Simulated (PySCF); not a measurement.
Isomers of C3H5B, mass 52.048 u with the commonest isotopes. Computed with PySCF 2.14.0, PBE0-D3(BJ)/def2-SVP geometry optimisation, gas phase. One conformer each, none proved a minimum here; rigid rotors.

**Question.** Order these by out-of-plane moment Σ m c² = (Ia + Ib − Ic)/2, largest first.
A. `[BH2:1][C:2]1=[CH:3][CH2:4]1` with H–B1–C2–C3 -65° and 116°
B. `[BH2:1][CH:2]1[CH:3]=[CH:4]1` with H–B1–C2–C3 28° and -152°
C. `C(#CC)B`

**Answer.** B (9.36 u·Å²), A (3.15 u·Å²), C (1.58 u·Å²).

**Question.** Order these by rotational constant B, smallest first.
A. `CC#CB`
B. `[BH2:1][CH:2]1[CH:3]=[CH:4]1` with H–B1–C2–C3 28° and -152°
C. `[BH2:1][C:2]1=[CH:3][CH2:4]1` with H–B1–C2–C3 -65° and 116°
D. `[BH2:1][CH2:2][C:3]#[CH:4]` with H–B1–C2–C3 5° and -176°

**Answer.** A (3519 MHz), D (4547 MHz), C (6535 MHz), B (6709 MHz).

**Question.** Order these by dipole moment, smallest first.
A. `BC#CC`
B. `[BH2:1][C:2]1=[CH:3][CH2:4]1` with H–B1–C2–C3 -65° and 116°
C. `[BH2:1][CH:2]1[CH:3]=[CH:4]1` with H–B1–C2–C3 28° and -152°

**Answer.** B (0.88 D), C (1.62 D), A (2.30 D).

```tsv
SMILES	point group	Ia (u·Å²)	Ib (u·Å²)	Ic (u·Å²)	κ	μa (D)	μb (D)	μc (D)
BC#CC	near Cs	5.39	143.62	145.84	-1.00	2.30	0.05	0.02
BC1=CC1	–	22.99	77.33	94.02	-0.86	0.78	0.37	0.19
BCC#C	near Cs	15.75	111.14	123.84	-0.97	0.45	0.67	0.03
BC1C=C1	Cs	24.42	75.33	81.04	-0.93	1.62	0.00	0.08
```
